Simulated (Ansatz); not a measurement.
CH₂ClInSe (`[Cl][In]1[CH2][Se]1`) at its PBE0-D4/def2-TZVP geometry, where that method's forces vanish. The species carries charge 0 and has multiplicity 1. In: def2 effective core potential.

```csv
atom,x (Å),y (Å),z (Å)
Cl1,1.807,-0.947,-2.706
In2,0.614,-0.383,-0.850
C3,-0.586,0.551,0.599
Se4,0.004,-1.238,1.404
H5,-0.184,1.408,1.128
H6,-1.655,0.608,0.426
```

**Question.** For each bond, give half the difference of the two atoms' forces along it (eV/Å; positive pushes the atoms apart) under PBE-D4, r2SCAN-D4, B3LYP-D4, ωB97M-V in def2-TZVPP. (Estimate.)

**Answer.** Ansatz gave: 
```tsv
bond	length (Å)	PBE-D4	r2SCAN-D4	B3LYP-D4	ωB97M-V
Cl1–In2	2.278	0.12	0.03	0.15	0.04
In2–C3	2.100	0.11	0.07	0.22	-0.05
In2–Se4	2.487	0.29	0.11	0.30	-0.11
C3–Se4	2.049	0.32	0.23	0.42	-0.01
C3–H5	1.084	0.05	-0.07	-0.18	-0.07
C3–H6	1.084	0.05	-0.07	-0.18	-0.07
```

B3LYP here is the variant with VWN-RPA as its local correlation; programs differ in this.
